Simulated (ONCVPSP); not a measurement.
## K (Z = 19): excitation energies, all-electron against ONCV

K (Z = 19), optimised norm-conserving Vanderbilt (ONCV), made with ONCVPSP 4.0.1 (LDA (Perdew-Wang 92), scalar-relativistic). Core [Ne], reference 3s2 3p6 4s1. Waves: 3s+4s: rc 2.20 bohr, ncon 4, nbas 8, qcut 5.8 1/bohr, 2 projectors; 3p: rc 1.40 bohr, ncon 3, nbas 6, qcut 6.7 1/bohr, 2 projectors, debl 2.9 Ha; d scattering state at 0.26 Ha: rc 2.15 bohr, ncon 5, nbas 9, qcut 4.8 1/bohr, 2 projectors, debl 1.2 Ha. Local part: polynomial inside 0.95 bohr (lpopt 5, dvloc0 6 Ha). Core correction: none.

Energies are relative to the spin-unpolarised reference configuration 3s2 3p6 4s1; without spin polarisation the order of configurations can differ from experiment.

| valence configuration | charge | ΔE all-electron (eV) | error AE − PS (meV) |
| --- | --- | --- | --- |
| 3s2 3p6 4s0.5 | +0.5 | 1.708 | 0.0 |
| 3s2 3p5 4s1 | +1 | 24.967 | +15 |

Q: What are ΔE and the potential's error for 3s2 3p6 4s0?

A: ΔE = 4.404 eV all-electron; the error (AE − PS) is -0.1 meV.

Q: What are ΔE and the potential's error for 3s2 3p6 4s0 4p1?

A: ΔE = 1.628 eV all-electron; the error (AE − PS) is 0.0 meV.
